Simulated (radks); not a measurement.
Numerical settings for neutral zinc, [Ar] 3d10 4s2. Method: non-relativistic Kohn-Sham, PBE, spin-polarised, spherical densities, point nucleus; computed with a radial shooting solver on a logarithmic mesh with Libxc functionals. The defaults (mesh step 0.008 in ln r, mesh end at 40 bohr or more with all orbitals vanishing there, Anderson mixing 0.5 over 9 steps, residual threshold near 1e-9 with the energy settled to 1e-9 hartree or 1e-11 of itself, here a cap of 65 iterations) give E = -1779.1828 hartree and 4s at -5.825 eV in 16 iterations. Run on one thread of a shared host, so times are rough (Arm Neoverse V1): 0.16 s of CPU time, 0.16 s wall, 16 iterations on 2669 mesh points. Changes against that run (0 stands for a change within the tolerance of the run):

| setting | iterations | converged | E (mhartree) | e(4s) (meV) | CPU (s) |
|---|---|---|---|---|---|
| mesh step in ln r 0.02 | 16 | yes | 0 | 0 | 0.08 |
| mesh step in ln r 0.12 | 2 | no | diverged | - | 0.01 |
| mesh step in ln r 0.08 | 65 | no | +87.4 | -1.68e+04 | 0.18 |
| mesh end (bohr) 12 | 16 | yes | +0.0102 | +1.23 | 0.15 |
| mesh end (bohr) 8 | 16 | yes | +1.65 | +99.7 | 0.15 |
| residual threshold 1e-05 | 11 | yes | 0 | -0.0994 | 0.13 |
| residual threshold 0.001 | 11 | yes | 0 | -0.0994 | 0.13 |
| mixing 2.5 | 27 | yes | 0 | 0 | 0.3 |
| linear mixing, mixing 0.8 | 65 | no | +2.2e+04 | -7.09e+04 | 1.5 |
| linear mixing, mixing 1 | 65 | no | +5.7e+04 | -3.57e+05 | 2.1 |
| mixing history 20 | 21 | yes | 0 | 0 | 0.2 |
| iteration cap 8 | 8 | no | +0.000638 | +4.96 | 0.09 |

Settings that end as converged yet miss the energy by more than 1 mhartree: mesh end (bohr) 8 (+0.00165 hartree). A mesh that ends early acts as a hard wall.
